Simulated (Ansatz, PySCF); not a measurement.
This PySCF input computes a PBE0/def2-TZVPD energy:

```python
from pyscf import gto, scf, dft

mol = gto.M(
    atom='''
    Ga   -0.03948009   -0.00409628    0.01789663
    H     1.06030992   -0.38010390    1.15746597
    H     0.12278560    1.53990398   -0.47125681
    H     0.04078718   -1.03281531   -1.24100463
    ''',
    basis='def2-tzvpd',
    charge=-1,
    spin=1,
    verbose=4,
)

mf = dft.UKS(mol, xc='pbe0').density_fit(auxbasis='def2-universal-jkfit')
mf.grids.level = 3
mf.conv_tol = 1e-9
mf.max_cycle = 100
mf.max_memory = 1500
mf.kernel()
if not mf.converged:
    mf = mf.newton()
    mf.kernel(mf.make_rdm1())
for _ in range(2):
    mo, _, stable, _ = mf.stability(return_status=True)
    if stable:
        break
    mf.kernel(mf.make_rdm1(mo, mf.mo_occ))
mf.analyze()
```

**Question.** Write an input for the same energy in Ansatz (a program for electronic structure) and say what it gives.

**Answer.** 
Ansatz 0.2 input:
```yaml
crystal:
  periodic: [false, false, false]
  atoms:
    - {symbol: Ga, position_ang: [-0.03948009, -0.00409628, 0.01789663]}
    - {symbol: H, position_ang: [1.06030992, -0.38010390, 1.15746597]}
    - {symbol: H, position_ang: [0.12278560, 1.53990398, -0.47125681]}
    - {symbol: H, position_ang: [0.04078718, -1.03281531, -1.24100463]}
basis:
  gaussian:
    orbitals: def2-TZVPD
hamiltonian:
  xc: {name: PBE0}
total_charge: -1
magnetization: {spin_polarized: true, initial_magnetization: 1}
output: {forces: true}
```
It gives -1926.36987 Eh, and PySCF -1926.36991 Eh, a difference of 0.04 mEh, from the treatment of integrals and grids.
